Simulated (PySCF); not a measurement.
# A small calculation by hand: chemical shift, span and skew from a shielding tensor

CH₃Cl₂Ga, SMILES [CH3][Ga]([Cl])[Cl]. Atoms are numbered in the order given.

```xyz
7

Ga     0.2298    -0.0867     0.1526
Cl    -1.5526    -1.2912    -0.0732
Cl     0.1254     1.8292    -0.8464
C      1.8029    -0.6796     1.1525
H      2.2588     0.1797     1.6798
H      2.5411    -1.0884     0.4338
H      1.5217    -1.4703     1.8728
```

The structure is a stationary point at PBE-D3(BJ)/def2-SVP. The structure was generated by enumeration; whether it is a known compound was not checked.

GIAO shieldings from PySCF with PBE/pcSseg-1, non-relativistic, no solvent. The symmetric part of the tensor of C4 has the principal values 162.5, 164.1, 192.8 ppm. The same nucleus in TMS has σ = 182.0 ppm at this level (PySCF, at its B3LYP-D3(BJ)/def2-TZVP geometry). Without spin–orbit terms, shifts of atoms bonded to Cl or Br come out too high.

### Question
Work out the isotropic shielding, the ¹³C shift against TMS, the span and the skew.

### Answer

σ(iso) = (σ11 + σ22 + σ33)/3 = 173.1 ppm. δ = σ(ref) − σ(iso) = 182.0 − (173.1) = 8.9 ppm.
Span Ω = σ33 − σ11 = 30.3 ppm. Skew κ = 3(σ(iso) − σ22)/Ω = 0.89. Tumbling in solution averages the tensor to δ; in a static solid the shielding alone would spread this spin-1/2 line over Ω.
